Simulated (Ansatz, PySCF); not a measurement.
Gas-phase reaction (SMILES): [CH3][Ge]([F])([F])[F] [trifluoro(methyl)germane] + F (HF) -> [F][Ge]([F])([F])[F] [tetrafluorogermane] + C (CH4); hydrogen fluoride cleaves one Ge-C bond, a model of a ligand-exchange step.

Geometries: B3LYP-D3(BJ)/def2-TZVP minima from Ansatz (a first-principles code). Valence correlation only, unless marked. Spin-orbit coupling is left out. Frozen are the shells of the preceding noble gas and the d and f shells that filled before the atom's block. Non-relativistic. CBS marks a two-point X^-3 extrapolation of the correlation energy; Hartree-Fock from the larger set. Thermal terms are rigid-rotor harmonic-oscillator values from B3LYP-D3(BJ) frequencies (Ansatz or PySCF) at 298.15 K and 1 atm. 1 Eh = 627.5095 kcal/mol.

```json
[
 {"species": "[CH3][Ge]([F])([F])[F]", "E, CCSD(T)/CBS(cc-pVTZ,cc-pVQZ) (Ansatz) (Eh)": "-2414.89854", "E, PBE-D3(BJ)/def2-TZVPD (Ansatz + dftd3) (Eh)": "-2416.08833", "H - E (Eh)": "0.05163"},
 {"species": "F (HF)", "E, CCSD(T)/CBS(cc-pVTZ,cc-pVQZ) (Ansatz) (Eh)": "-100.39146", "E, PBE-D3(BJ)/def2-TZVPD (Ansatz + dftd3) (Eh)": "-100.39533", "H - E (Eh)": "0.01259"},
 {"species": "[F][Ge]([F])([F])[F]", "E, CCSD(T)/CBS(cc-pVTZ,cc-pVQZ) (Ansatz) (Eh)": "-2474.85159", "E, PBE-D3(BJ)/def2-TZVPD (Ansatz + dftd3) (Eh)": "-2476.03047", "H - E (Eh)": "0.01633"},
 {"species": "C (CH4)", "E, CCSD(T)/CBS(cc-pVTZ,cc-pVQZ) (Ansatz) (Eh)": "-40.45816", "E, PBE-D3(BJ)/def2-TZVPD (Ansatz + dftd3) (Eh)": "-40.46420", "H - E (Eh)": "0.04840"}
]
```

Problem. Work out ΔE and ΔH at 298.15 K at the first level, then ΔH at the second.

Solution. 
1. ΔE = [(-2474.85159) + (-40.45816)] - [(-2414.89854) + (-100.39146)] = -0.01975 Eh = -12.4 kcal/mol at CCSD(T)/CBS(cc-pVTZ,cc-pVQZ).
2. The terms H - E add up to 0.00051 Eh, so ΔH = (-0.01975 + (0.00051))×627.5095 = -12.1 kcal/mol.
3. At PBE-D3(BJ)/def2-TZVPD the same steps give ΔE = -6.9 and ΔH = -6.6 kcal/mol, a shift of +5.5 from the first level.
4. These values are not checked against measurement here, since the tables used lack a sound gas-phase enthalpy of formation for at least one species.
